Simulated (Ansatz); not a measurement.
Ti₂S⁺, relaxed as a quartet with UKS r2SCAN-D4/def2-TZVP in Ansatz, starting from the r2SCAN-D4/def2-TZVP geometry of the charge +1 doublet. Force threshold 0.02 eV/Å.

The charge 1 quartet is spin-contaminated (final ⟨S²⟩ up to 3.90, 3.75 for a pure state). The relaxation made no stability test and no search for a lower SCF solution. The order of the spin states hangs on the level: the doublet lies 0.25 eV below the quartet at PBE0-D4/def2-TZVP, but 0.07 eV above it at r2SCAN-D4/def2-TZVP. The doublet is doubtful at PBE0-D4/def2-TZVP (⟨S²⟩ 2.20, where a pure state has 0.75). The doublet is doubtful at r2SCAN-D4/def2-TZVP (⟨S²⟩ 2.20, where a pure state has 0.75). The structure comes from a short search, and lower isomers may exist.

Start:

```xyz
3

Ti    1.235    0.326   -0.820
Ti   -1.403    0.306   -0.188
S     0.168   -0.632    1.007
```

Task: Estimate the energy that the relaxation releases and the steps that it takes.

Result: 0.20 eV, in 5 steps; 32 s on 4 threads of Arm Neoverse V2 on a shared host. The force fell under the threshold at step 4, but the optimiser went on. No frequencies were taken in this run, so the end may be a saddle point.

Task: Does the start keep its bonding and symmetry?

Result: By distances, no bond broke or formed. The bond that changes most is Ti1–S3, from 2.32 to 2.29 Å (atoms count from 1). Point group Cs at the start, Cs at the end, both within 0.05 Å.

Task: Predict the relaxed structure.

Result: 
```xyz
3

Ti    1.064    0.337   -0.800
Ti   -1.256    0.331   -0.262
S     0.191   -0.669    1.062
```
Bond lengths (bridged metal pairs left out): 2 × S–Ti 2.20 to 2.29 Å.
